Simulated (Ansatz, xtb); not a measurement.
## CH6GeSi+: which of two structures lies lower

Structure I is a doublet given by its coordinates and structure II is the doublet with the links of `[CH3][GeH][SiH2+]`. Both are isolated ions in the gas phase, relaxed with B3LYP-D3(BJ)/def2-SVP; the shapes shown needn't be the lowest conformers.

I (Å):

```xyz
9

C    -0.8951    0.0941   -0.7707
Ge    0.5997    0.2955    2.4607
Si    0.1359   -0.9926    0.3409
H    -0.5780   -2.0900    1.0552
H     1.4834   -1.3823   -0.1305
H    -1.1687   -0.5219   -1.6477
H    -0.5706    1.1599    3.0573
H    -1.8241    0.4259   -0.2841
H    -0.3304    0.9654   -1.1341
```

Close contacts (Å): C1–Si3 1.87, Ge2–Si3 2.52, C1–H6 1.11, C1–H8 1.10, C1–H9 1.10, Ge2–H7 1.57, Si3–H4 1.49, Si3–H5 1.48.

II (Å):

```xyz
9

C    -2.9212   -1.1370    0.6185
Ge   -2.4246   -1.4704   -1.2200
Si   -0.4474   -0.7621   -2.1521
H    -3.0884   -2.1080    1.1133
H    -3.8712   -0.5775    0.6245
H    -2.1419   -0.5706    1.1444
H    -3.3770   -2.2474   -2.1361
H    -0.1482   -1.0613   -3.5685
H     0.5232   -0.0067   -1.3314
```

Energies in hartree; the thermal terms are from B3LYP-D3(BJ)/def2-SVP harmonic frequencies (ideal gas, rigid rotor, one conformer each, 298.15 K, 1 atm) and include the zero-point energy:

```
                               I            II
E, CCSD(T)/def2-SVP  −2405.472203  −2405.479842
    E, MP2/def2-SVP  −2405.416304  −2405.426115
  E, MP2/def2-TZVPP  −2405.901466  −2405.911861
  zero-point energy      0.058878      0.059284
       H(298 K) − E      0.066531      0.066813
       G(298 K) − E      0.027229      0.028158
```

Task: Correct the CCSD(T) difference for the basis set by the MP2 change, then work out ΔE, ΔE₀, ΔH and ΔG for I → II in kcal/mol (1 Eh = 627.51 kcal/mol) and the equilibrium ratio [II]/[I].

Result: 1. Differences II − I: CCSD(T) −0.007639, MP2 in the small set −0.009811, MP2 in the large set −0.010395 Eh.
2. ΔE = −0.007639 + (−0.010395 − (−0.009811)) = −0.008223 Eh = −5.16 kcal/mol.
3. ΔE₀ = ΔE + ΔZPE = −0.008223 + (+0.000406) Eh = −4.91 kcal/mol.
4. ΔH = ΔE + (+0.000282) Eh = −4.98 kcal/mol.
5. ΔG = ΔE + (+0.000929) Eh = −4.58 kcal/mol, so ΔS = (ΔH − ΔG)/T = −5.7 J/(mol K).
6. kT = 0.9442 mEh, so K = [II]/[I] = exp(−ΔG/kT) = exp(+7.73) ≈ 2.3 × 10^3.

Structure II is favoured at this temperature. An error of 1 kcal/mol in ΔG would change K by a factor of 5.4. GFN2-xTB gave ΔE the other sign. Mirror images and further conformers aren't counted.

Other levels gave ΔE = +6.9 (GFN2-xTB); −16.6 (HF/STO-3G, GFN2-xTB geometries); −7.5 (r2SCAN-D4/def2-SVP, GFN2-xTB geometries); −3.3 (B3LYP-D3(BJ)/def2-SVP); −0.7 (HF/def2-SVP); −6.2 (MP2/def2-SVP); −4.8 (CCSD(T)/def2-SVP) kcal/mol. Open shells are spin-unrestricted. The correlated steps freeze 15 core orbitals; the filled d shell of Ge is correlated, in a basis made for valence electrons. Programs: Ansatz 0.2.0, xtb 6.7.1.
